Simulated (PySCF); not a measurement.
Two species compared at the same levels of theory.

First species: C4H5F3O.
SMILES with atom numbers: `[O:1]=[CH:2][CH2:3][CH2:4][C:5]([F:6])([F:7])[F:8]` (hydrogens: H9 on C2; H10, H11 on C3; H12, H13 on C4)

Second species: C4H5F3O.
Atom-mapped SMILES: `[CH3:1][O:2]/[C:3]([F:4])=[CH:5]\[CH:6]([F:7])[F:8]` (hydrogens: H9, H10, H11 on C1; H12 on C5; H13 on C6)

Geometry (GFN2-xTB, Å), atoms numbered from 1 in this order:
```xyz
13
C4H5F3O angstrom
C     -2.2561    0.3532    0.3469
O     -0.8439    0.4564    0.2177
C     -0.1712   -0.6238   -0.1591
F     -0.9249   -1.7131   -0.3807
C      1.1467   -0.6949   -0.3240
C      2.0446    0.4698   -0.0945
F      2.7489    0.7734   -1.2175
F      2.9806    0.1868    0.8506
H     -2.5894    1.3391    0.6611
H     -2.7190    0.0890   -0.6066
H     -2.5277   -0.3899    1.1001
H      1.6021   -1.6190   -0.6340
H      1.5050    1.3736    0.2222
```

Levels: PBE0/def2-SVPD for dipole moment, HOMO energy, LUMO energy, HOMO–LUMO gap, static isotropic polarisability and electronic spatial extent ⟨r²⟩ about the centre of nuclear charge; TDDFT PBE0/def2-SVPD for lowest singlet excitation; TDA PBE0/def2-SVPD for lowest triplet excitation (Tamm–Dancoff); GFN2-xTB for rotational constant A and rotational constant C. Geometries: GFN2-xTB. Each structure is a single optimised conformer of the isolated species, non-relativistic unless stated; the electronic structure was computed with PySCF and density fitting.

The conformers computed, where there is a choice (atom-mapped SMILES and torsion angles):
- `[O:1]=[CH:2][CH2:3][CH2:4][C:5]([F:6])([F:7])[F:8]`: O1–C2–C3–C4 15°, C2–C3–C4–C5 88°, C3–C4–C5–F6 -176°
- `[CH3:1][O:2]/[C:3]([F:4])=[CH:5]\[CH:6]([F:7])[F:8]`: C1–O2–C3–F4 0°, C3–C5–C6–F7 -121°

Values for the first species:

```
Dipole moment                                                     : 3.56 D
HOMO energy                                                       : -7.97 eV
LUMO energy                                                       : -1.12 eV
HOMO–LUMO gap                                                     : 6.85 eV
Lowest singlet excitation                                         : 4.44 eV
Lowest triplet excitation (Tamm–Dancoff)                          : 3.79 eV
Static isotropic polarisability                                   : 53.3 au
Electronic spatial extent ⟨r²⟩ about the centre of nuclear charge : 950 bohr²
Rotational constant A                                             : 3.743 GHz
Rotational constant C                                             : 1.247 GHz
```

Q: Estimate the same properties for the second species, and the change in each.

A: 
| property | first | second | second less first |
| --- | --- | --- | --- |
| dipole moment | 3.56 D | 4.23 D | +0.67 D |
| HOMO energy | -7.97 eV | -7.33 eV | +0.64 eV |
| LUMO energy | -1.12 eV | 0.10 eV | +1.22 eV |
| HOMO–LUMO gap | 6.85 eV | 7.43 eV | +0.58 eV |
| lowest singlet excitation | 4.44 eV | 6.52 eV | +2.08 eV |
| lowest triplet excitation (Tamm–Dancoff) | 3.79 eV | 4.39 eV | +0.60 eV |
| static isotropic polarisability | 53.3 au | 58.3 au | +5.0 au |
| electronic spatial extent ⟨r²⟩ about the centre of nuclear charge | 950 bohr² | 1178 bohr² | +228 bohr² |
| rotational constant A | 3.743 GHz | 4.047 GHz | +0.304 GHz |
| rotational constant C | 1.247 GHz | 0.946 GHz | -0.301 GHz |

On the first: The polarisability is 7.90 Å³ as a volume (1 au = 0.148185 Å³), or 0.83 au for each of the 64 electrons.

On the second: The dipole matches unit charges of opposite sign 0.88 Å apart (1 e·Å = 4.8032 D). The vertical singlet–triplet gap S1 − T1 is 2.13 eV (TDDFT singlet less Tamm–Dancoff triplet; S1: HOMO→LUMO+1, weight 0.96; T1: HOMO→LUMO, weight 0.95).
